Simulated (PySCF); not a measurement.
## How methods differ on the excitation energy of I

I [Kr] 4d10 5s2 5p5 (2P) → I [Kr] 4d10 5s1 5p5 6s1 (4P), as a difference of total energies. Calculation: PySCF 2.14, in aug-cc-pwCVTZ-DK3 with one added diffuse shell each of s, p, d, f type (11s10p8d5f1g, 125 functions); the spin-free X2C one-electron Hamiltonian (Gaussian nucleus). Correlated levels: valence: [Kr] 4d10 frozen; valence and next inner shell: [Ar] 3d10 frozen. The calculations carry no spin-orbit coupling.

```json
{"method": "UHF", "excitation energy (eV)": "18.216"}
{"method": "LDA", "excitation energy (eV)": "17.827"}
{"method": "PBE", "excitation energy (eV)": "17.565"}
{"method": "PBE0", "excitation energy (eV)": "17.974"}
{"method": "r2SCAN", "excitation energy (eV)": "17.913"}
{"method": "TPSSh", "excitation energy (eV)": "17.932"}
{"method": "B97-3", "excitation energy (eV)": "18.081"}
{"method": "LC-wPBE", "excitation energy (eV)": "18.573"}
{"method": "MP2 (valence)", "excitation energy (eV)": "17.018"}
{"method": "SCS-MP2 (valence)", "excitation energy (eV)": "16.846"}
{"method": "MP2 (valence and next inner shell)", "excitation energy (eV)": "17.028"}
{"method": "SCS-MP2 (valence and next inner shell)", "excitation energy (eV)": "16.822"}
```

Question: How much does correlation contribute at MP2 (valence and next inner shell)?

Answer: 17.028 − (18.216) = -1.188 eV, measured against UHF.

A first-order spin-orbit estimate (lowest level to lowest level, LS coupling) adds -0.053 eV.

The upper state lies above the first ionisation limit, where it may autoionise and the basis confines it. A Rydberg-like electron needs more diffuse functions than a valence basis has.

The promoted electron is Rydberg-like, and one or two diffuse shells describe it only roughly, which tends to raise the upper state.
